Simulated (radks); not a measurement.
Values are calculated unless marked as measured or tabulated.
Ionisation of the iodine ion I2+, [Kr] 4d10 5s2 5p3, to I3+, [Kr] 4d10 5s2 5p2, under several functionals. Scalar-relativistic Kohn-Sham, spin-unpolarised, spherical densities, finite nucleus; a radial shooting solver on a logarithmic mesh with Libxc functionals.

\begin{tabular}{lrrrrrr}
functional & E(I2+) (hartree) & Exc (hartree) & IE (eV) & -e(HOMO) (eV) & <r> HOMO (bohr) & IE error (eV) \\ \hline
exchange-only LDA & -7104.22908 & -169.48068 & 28.265 & 23.402 & 2.219 & -1.305 \\
PBEsol & -7112.05264 & -177.38010 & 29.386 & 24.529 & 2.203 & -0.184 \\
MS2 meta-GGA & -7114.89520 & -180.08178 & 29.348 & 24.552 & 2.208 & -0.222 \\
RPBE & -7115.37315 & -180.73100 & 29.251 & 24.419 & 2.210 & -0.319 \\
AM05 & -7109.48334 & -174.79860 & 29.350 & 24.493 & 2.201 & -0.220 \\
XLYP & -7116.29553 & -181.64753 & 29.239 & 24.363 & 2.216 & -0.331 \\
PW91 & -7116.00979 & -181.37198 & 29.417 & 24.559 & 2.206 & -0.153 \\
\end{tabular}

NIST Atomic Spectra Database: 29.57 eV (measured). Closest: PW91. The Delta-SCF values span 1.15 eV, the total energies 12.07 hartree. The highest occupied level is 5p. Spin polarisation and multiplet splitting are left out, so open shells lie too high by an amount that depends on their filling. Spin-orbit splitting is averaged out at the scalar-relativistic level.

Beside tabulated values, note that spin-unpolarised runs miss the spin-polarisation part of the exchange energy of open shells.
